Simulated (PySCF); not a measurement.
C4H4F2. Atoms are numbered in the order given.

```xyz
10

C     -2.6532     0.4464     0.0000
C     -1.5518    -0.5654     0.0000
C     -0.2672    -0.3011     0.0000
C      1.0088    -0.0300     0.0000
F      1.7501     0.1238     1.0786
F      1.7501     0.1238    -1.0786
H     -3.2970     0.3101    -0.8842
H     -2.2641     1.4730     0.0000
H     -3.2970     0.3101     0.8842
H     -1.8631    -1.6214     0.0000
```
Charge 0, spin multiplicity 1.

The structure is a stationary point at PBE0-D3(BJ)/def2-SVP.

Computed with TDA-CAM-B3LYP/def2-SVPD in PySCF.

Vertical excitations. Gas-phase values at a fixed geometry. State labels are in the subgroup Cs.

Computed lowest excited states:
```json
[
 {"state": "S1", "symmetry": "A\"", "energy (eV)": "4.84", "λ (nm)": "256", "f": "0.000", "main pairs": "HOMO→LUMO 99 %"},
 {"state": "S2", "symmetry": "A'", "energy (eV)": "6.84", "λ (nm)": "181", "f": "0.028", "main pairs": "HOMO→LUMO+1 70 %, HOMO→LUMO+2 26 %"},
 {"state": "S3", "symmetry": "A\"", "energy (eV)": "6.98", "λ (nm)": "178", "f": "0.000", "main pairs": "HOMO−1→LUMO+1 52 %, HOMO−1→LUMO+2 22 %, HOMO−1→LUMO+4 16 %, HOMO−1→LUMO+3 8 %"},
 {"state": "S4", "symmetry": "A'", "energy (eV)": "7.46", "λ (nm)": "166", "f": "0.021", "main pairs": "HOMO−1→LUMO 46 %, HOMO→LUMO+2 38 %, HOMO→LUMO+1 9 %"},
 {"state": "S5", "symmetry": "A\"", "energy (eV)": "7.85", "λ (nm)": "158", "f": "0.028", "main pairs": "HOMO−1→LUMO+1 42 %, HOMO−1→LUMO+2 37 %, HOMO−1→LUMO+4 19 %"},
 {"state": "S6", "symmetry": "A'", "energy (eV)": "7.99", "λ (nm)": "155", "f": "0.376", "main pairs": "HOMO→LUMO+4 34 %, HOMO−1→LUMO 19 %, HOMO→LUMO+2 18 %, HOMO→LUMO+3 14 %"},
 {"state": "S7", "symmetry": "A'", "energy (eV)": "8.35", "λ (nm)": "149", "f": "0.214", "main pairs": "HOMO→LUMO+3 69 %, HOMO−1→LUMO 13 %"},
 {"state": "S8", "symmetry": "A'", "energy (eV)": "8.74", "λ (nm)": "142", "f": "1.085", "main pairs": "HOMO→LUMO+4 47 %, HOMO→LUMO+5 13 %, HOMO−1→LUMO 11 %, HOMO→LUMO+3 9 %"},
 {"state": "S9", "symmetry": "A\"", "energy (eV)": "8.77", "λ (nm)": "141", "f": "0.015", "main pairs": "HOMO−1→LUMO+3 87 %"},
 {"state": "S10", "symmetry": "A\"", "energy (eV)": "8.89", "λ (nm)": "140", "f": "0.011", "main pairs": "HOMO−1→LUMO+4 56 %, HOMO−1→LUMO+2 33 %"},
 {"state": "T1", "symmetry": "A'", "energy (eV)": "4.24", "λ (nm)": "292", "f": "0", "main pairs": "HOMO−1→LUMO 91 %"},
 {"state": "T2", "symmetry": "A\"", "energy (eV)": "4.41", "λ (nm)": "281", "f": "0", "main pairs": "HOMO→LUMO 98 %"},
 {"state": "T3", "symmetry": "A'", "energy (eV)": "4.75", "λ (nm)": "261", "f": "0", "main pairs": "HOMO→LUMO+4 32 %, HOMO→LUMO+2 26 %, HOMO→LUMO+1 24 %, HOMO→LUMO+3 8 %"},
 {"state": "T4", "symmetry": "A\"", "energy (eV)": "6.66", "λ (nm)": "186", "f": "0", "main pairs": "HOMO−1→LUMO+1 44 %, HOMO−1→LUMO+2 24 %, HOMO−1→LUMO+4 19 %, HOMO−1→LUMO+3 9 %"}
]
```
Triplets are in the Tamm–Dancoff approximation.
